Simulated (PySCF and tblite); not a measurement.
The numbers below are computed, except where a source is named.
System: C₈H₉B, numbered as in [BH2:1][C:2]1=[CH:3][C@@H:4]2[CH:5]=[CH:6][C@@H:7]3[C@H:8]1[C@H:9]23.

Motion: rotation about the B1–C2 bond (torsion H–B1–C2–C3 from -3° to 183°, rising). GFN2-xTB gives an electronic barrier of 5.6 kcal/mol.

Problem. What does PBE0/pcSseg-1 + D3(BJ) give on GFN2-xTB geometries?

Solution. A barrier of 9.7 kcal/mol, 4.1 above the tight-binding barrier (from unrounded values) and, with GFN2-xTB thermal terms, ΔG‡(298 K) = 9.3 kcal/mol and k = 2×10⁶ s⁻¹ (2 equivalent paths).

Programs: tblite and PySCF.
